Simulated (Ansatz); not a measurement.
**Worked example: C2H7Sb → C2H6Sb + H**

Species: C2H7Sb `C[CH2][SbH2]`, singlet; C2H6Sb `C[CH2][SbH]`, doublet; H atom, doublet. 

Shapes, held fixed at every level: PBE0-D4/def2-TZVP. Flexible molecules stand in one conformer, not always the lowest. Programs: Ansatz 0.2.0. The zero-point and thermal change to 298 K, harmonic and unscaled (PBE0-D4/def2-TZVP), is -15.5 kJ/mol.

At CCSD(T)/def2-TZVPP; 1 Eh = 2625.50 kJ/mol:

```
species  energy (Eh)
 C2H7Sb  -319.853350
 C2H6Sb  -319.241070
      H    -0.499810
```

Q: Work out ΔH(298 K) of the reaction at this level.

A: 
1. Products less reactants: (-319.241070) + (-0.499810) − [(-319.853350)] = 0.112470 Eh = +295.3 kJ/mol.
2. With the thermal change: +295.3 + (-15.5) = +279.8 kJ/mol.

Other levels give +185.3 (HF/def2-SVP) to +315.5 kJ/mol (SPW92/def2-TZVPP). No measured value is set beside it here. Open shells run unrestricted unless RO is named. For atoms past krypton def2 sets carry core potentials with scalar relativity. Correlated rows may include outer-core shells of Sb, which these sets cover unevenly.
